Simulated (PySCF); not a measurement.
## `CC[CH2][AlH2]`, C₃H₉Al

Geometry:
```tsv
atom	x (Å)	y (Å)	z (Å)
C1	-1.340	0.256	-1.038
C2	-0.856	-0.354	0.269
C3	0.616	-0.771	0.217
Al4	1.903	0.687	-0.073
H5	-0.765	1.165	-1.293
H6	-2.400	0.548	-0.993
H7	-1.224	-0.452	-1.876
H8	-1.008	0.376	1.083
H9	-1.494	-1.219	0.522
H10	0.769	-1.554	-0.549
H11	0.909	-1.255	1.171
H12	3.326	0.408	-0.736
H13	1.558	2.167	0.416
```

Theory: GIAO HF/pcSseg-0 magnetisability, rotational g tensor and spin-rotation constants, non-relativistic, gas phase in PySCF. Geometry: PBE0-D3(BJ)/def2-SVP.

Q: How diamagnetic is it, and how anisotropic?

A: Isotropic -943 × 10⁻³⁰ J/T², or -56.8 × 10⁻⁶ cm³/mol; principal values -1058, -911, -861 × 10⁻³⁰ J/T², anisotropy 178 × 10⁻³⁰ J/T² (root of half the summed squared differences of the principal values). The susceptibility is in cgs units.

Q: Split it along the inertial axes a, b, c into diamagnetic and paramagnetic parts about the centre of mass, with the quadrupole moment.

A: 
```csv
axis,χ (10⁻⁶ cm³/mol),diamagnetic (10⁻⁶ cm³/mol),paramagnetic (10⁻⁶ cm³/mol),summed x² of all electrons (Å²),quadrupole Θ (D Å)
a,-57.8,-213.0,155.3,98.2,-2.47
b,-58.7,-493.4,434.7,32.1,+3.14
c,-54.0,-552.5,498.5,18.1,-0.67
```
Anisotropies 2χaa − χbb − χcc = -2.8 and 2χbb − χaa − χcc = -5.6 × 10⁻⁶ cm³/mol. Θ is traceless in Buckingham's convention.

Q: And the rotational g tensor?

A: 
| axis | rotational constant (GHz) | g | nuclear part | electronic part |
| --- | --- | --- | --- | --- |
| a | 10.5556 | -0.0456 | 0.7244 | -0.7700 |
| b | 3.0664 | -0.0167 | 0.6096 | -0.6263 |
| c | 2.6650 | -0.0175 | 0.6066 | -0.6242 |

Asymmetric top; isotopes 27Al, 12C, 1H; no vibrational averaging.
